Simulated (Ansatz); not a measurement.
C₃H₆OSi (`[SiH3]OC1=CC1`), relaxed with RKS PBE0-D4/def2-TZVP in the Gaussian-basis code of Ansatz from a PBE-D4/def2-SVP geometry. The force threshold is 0.005 eV/Å; the program also tests the step.

The species carries charge 0 and has multiplicity 1.

Start:

```xyz
11

Si   -1.135    1.403   -0.846
O    -1.140   -0.260   -0.429
C    -0.090   -0.819    0.179
C     0.458   -1.874    0.725
C     1.302   -0.583    0.674
H    -1.072    2.249    0.395
H     0.031    1.711   -1.743
H    -2.435    1.601   -1.561
H     0.456   -2.919    1.044
H     1.476   -0.001    1.607
H     2.149   -0.507   -0.045
```

Question: By how much does the energy fall, and how many steps does the optimiser take? (Estimate.)

Answer: Ansatz gave: 1.91 kcal/mol, in 13 steps.

Question: Which bonds change most? (An estimate is asked.)

Answer: Ansatz gave: Si1–O2 from 1.714 to 1.672 Å; C3–C4 from 1.308 to 1.285 Å; C5–H10 from 1.114 to 1.093 Å; C5–H11 from 1.114 to 1.093 Å.

Question: Give the relaxed structure. (An estimate is asked.)

Answer: Computed: 
```xyz
11

Si   -1.114    1.369   -0.847
O    -1.128   -0.248   -0.423
C    -0.089   -0.809    0.177
C     0.458   -1.851    0.691
C     1.273   -0.558    0.701
H    -0.949    2.215    0.360
H    -0.013    1.640   -1.804
H    -2.432    1.596   -1.478
H     0.469   -2.888    0.971
H     1.409   -0.017    1.640
H     2.115   -0.449    0.012
```
